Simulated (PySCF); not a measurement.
# Ir⁴⁰⁺: ionisation energy

Ir⁴⁰⁺ [Kr] 4d1 [4d3/2^1, M_J = 3/2] → Ir⁴¹⁺ [Kr], as a difference of total energies. All numbers are calculated (PySCF 2.14, the two-component X2C-1e Hamiltonian, in an uncontracted even-tempered set (16 s from 4.8 bohr⁻², ratio 2.8; 14 p from 6.2 bohr⁻², ratio 2.8; 9 d from 6.2 bohr⁻², ratio 2.8; 3 f from 22 bohr⁻², ratio 3)). Correlated levels: [Ar] 3d10 frozen; the 96 highest virtual spinors dropped. "Screened" scales the spin-orbit matrix elements by Boettger's factors to mimic the two-electron term; Breit and QED terms are absent.

| method | ionisation energy (eV) |
| --- | --- |
| GHF (spin-free) | 1844.7 |
| GMP2 (spin-free) | 1844.7 |
| GHF (screened spin-orbit) | 1859.1 |
| GMP2 (screened spin-orbit) | 1859.1 |

Breit and QED terms and the two-electron picture change are absent.

The spin-free rows lack the spin-orbit shift.

For comparison: 1857 ± 4 eV (theoretical estimate listed by NIST; NIST Atomic Spectra Database, ionization energies).
